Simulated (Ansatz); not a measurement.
Total energies of CH$_{5}$AlOS.

```xyz
9

O    -0.555    0.728   -0.050
C     0.902    0.815    0.105
S     1.536   -0.702   -0.626
Al   -0.645   -1.230   -0.344
H    -1.013    1.139    0.693
H     1.127    0.893    1.171
H     1.248    1.702   -0.425
H    -1.500   -1.608   -1.622
H    -1.100   -1.738    1.097
```

Charge 0, multiplicity 1. The bonds changed during the relaxation, so this is another structure than the one it started from. Geometry: relaxed with PBE0-D4/def2-TZVP. It is one conformer, not always the lowest. Basis def2-TZVPP, the Gaussian-basis code of Ansatz.

RPA on PBE orbitals: Hartree–Fock energy of these orbitals -755.13826 Eh, correlation -1.12651 Eh (frozen core).

```tsv
functional	energy without D4 (Eh)	D4 term (kJ/mol)
LDA (SPW92)	-753.70292	–
B3LYP	-757.09807	-31.0
```

(1) Give the same for PBE, revPBE, BLYP, r2SCAN, B97M-V, PBE0, r2SCANh, r2SCAN0, HSE06 (plane-wave form), BHLYP, CAM-B3LYP, LC-ωPBE, ωB97X-V, ωB97M-V, B2PLYP, PBE-QIDH. (Estimate.)

B3LYP takes the VWN-RPA correlation (the form of Gaussian; ORCA's B3LYP/G). HSE06 is the plane-wave form, built on full-range PBE exchange. The double hybrids freeze the cores in their second-order part.

## Answers

(1) Ansatz gave: 
```tsv
functional	energy without D4 (Eh)	D4 term (kJ/mol)
PBE	-756.60579	-19.0
revPBE	-756.88795	-57.3
BLYP	-757.01392	-42.1
r2SCAN	-756.93823	-4.4
B97M-V	-756.87808	–
PBE0	-756.67053	-15.9
r2SCANh	-756.92860	-4.7
r2SCAN0	-756.91511	-5.2
HSE06 (plane-wave form)	-756.65107	-14.9
BHLYP	-756.99052	-24.5
CAM-B3LYP	-757.02300	-16.2
LC-ωPBE	-756.79200	–
ωB97X-V	-756.91975	–
ωB97M-V	-756.96919	–
B2PLYP	-756.72293	–
PBE-QIDH	-756.48353	–
```

LC-ωPBE has ω = 0.4 bohr⁻¹.
